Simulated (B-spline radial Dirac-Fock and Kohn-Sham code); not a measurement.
## X-ray form factors of strontium in several charge states

Model: Dirac-Fock densities. Program: a B-spline atomic structure program.

Configurations: Sr²⁸⁺ [He] 2s2 2p6; Sr²⁹⁺ [He] 2s2 2p5; Sr³⁰⁺ [He] 2s2 2p4; Sr³¹⁺ [He] 2s2 2p3; Sr³²⁺ [He] 2s2 2p2. The first column is f₀ of Sr²⁸⁺, the others are differences from it.

| s (Å⁻¹) | Sr²⁸⁺ | Δ Sr²⁹⁺ | Δ Sr³⁰⁺ | Δ Sr³¹⁺ | Δ Sr³²⁺ |
| --- | --- | --- | --- | --- | --- |
| 0 | 10.000 | -1.000 | -2.000 | -3.000 | -4.000 |
| 0.05 | 9.996 | -0.999 | -1.999 | -2.998 | -3.998 |
| 0.1 | 9.983 | -0.998 | -1.996 | -2.994 | -3.992 |
| 0.15 | 9.962 | -0.995 | -1.990 | -2.985 | -3.981 |
| 0.2 | 9.933 | -0.991 | -1.982 | -2.974 | -3.966 |
| 0.25 | 9.896 | -0.986 | -1.973 | -2.960 | -3.948 |
| 0.3 | 9.850 | -0.980 | -1.961 | -2.942 | -3.925 |
| 0.35 | 9.797 | -0.973 | -1.947 | -2.922 | -3.898 |
| 0.4 | 9.736 | -0.965 | -1.931 | -2.899 | -3.868 |
| 0.45 | 9.668 | -0.955 | -1.913 | -2.872 | -3.834 |
| 0.5 | 9.592 | -0.945 | -1.893 | -2.843 | -3.796 |
| 0.6 | 9.420 | -0.922 | -1.848 | -2.777 | -3.710 |
| 0.7 | 9.222 | -0.896 | -1.797 | -2.702 | -3.611 |
| 0.8 | 9.000 | -0.867 | -1.739 | -2.617 | -3.501 |
| 0.9 | 8.758 | -0.835 | -1.677 | -2.526 | -3.381 |
| 1 | 8.497 | -0.801 | -1.610 | -2.427 | -3.252 |
| 1.1 | 8.222 | -0.765 | -1.540 | -2.324 | -3.117 |
| 1.2 | 7.934 | -0.728 | -1.467 | -2.216 | -2.976 |
| 1.4 | 7.335 | -0.652 | -1.317 | -1.994 | -2.684 |
| 1.6 | 6.720 | -0.575 | -1.165 | -1.769 | -2.387 |

Values without a named source are computed, but for edge energies of neutral atoms, which are taken from tables.
